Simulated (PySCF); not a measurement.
C5H8BN.
Geometry (PBE0-D3(BJ)/def2-SVP, Å), atoms numbered from 1 in this order:
```xyz
15
C5H8BN angstrom
B     -1.9068    0.2051    0.0701
N     -0.3093    0.1331    0.0004
C      0.4178    1.2563   -0.0716
C      1.8053    1.2356   -0.0739
C      2.4618    0.0096   -0.0052
C      1.6986   -1.1537    0.0637
C      0.3154   -1.0513    0.0610
H     -2.3250   -0.8107   -0.4702
H     -2.1783    0.2324    1.2679
H     -2.2351    1.2374   -0.4996
H     -0.1597    2.1803   -0.1282
H      2.3566    2.1752   -0.1336
H      3.5529   -0.0392   -0.0089
H      2.1646   -2.1389    0.1144
H     -0.3419   -1.9211    0.1067
```

The calculation used core-valence-separated Tamm–Dancoff BHandHLYP/aug-pcX-1 (pcseg-1 on H) in PySCF, non-relativistic, gas phase, PBE0-D3(BJ)/def2-SVP geometry. The energies are unshifted.

The lowest roots of each edge with f over 0.003 (five at most, numbered afresh; weaker and dark ones are left out), with transition dipoles (au) in the frame of the coordinates:

```tsv
root	edge	E (eV)	f	μx	μy	μz
1	C	282.63	0.0587	0.0006	0.0050	0.0919
2	C	283.08	0.0040	-0.0002	-0.0015	-0.0240
3	C	283.09	0.1002	0.0009	0.0064	0.1201
4	C	283.23	0.0067	-0.0001	0.0000	0.0311
5	C	283.24	0.1468	-0.0005	-0.0081	-0.1452
6	N	397.56	0.0557	-0.0011	-0.0040	-0.0755
7	B	188.77	0.0163	-0.0592	0.0027	0.0012
8	B	189.36	0.0068	0.0015	0.0382	-0.0022
9	B	189.74	0.0116	0.0069	0.0023	0.0494
10	B	189.78	0.0098	-0.0455	0.0024	0.0065
```

**Question.** Molecules are fixed in this frame and the field points along (1, 0, −1)/√2. What effective strengths 3 f cos²θ do the roots have (θ between field and μ)?

**Answer.** root 1 (C5): 0.087, root 2 (C4 + C6): 0.006, root 3 (C4 + C6): 0.148, root 4 (C3 + C7): 0.010, root 5 (C3 + C7): 0.218, root 6 (N2): 0.081, root 7 (B1): 0.025, root 8 (B1): 0.000, root 9 (B1): 0.013, root 10 (B1): 0.019. Root 5 is the strongest. Averaged over all orientations cos²θ is 1/3, which gives f back.

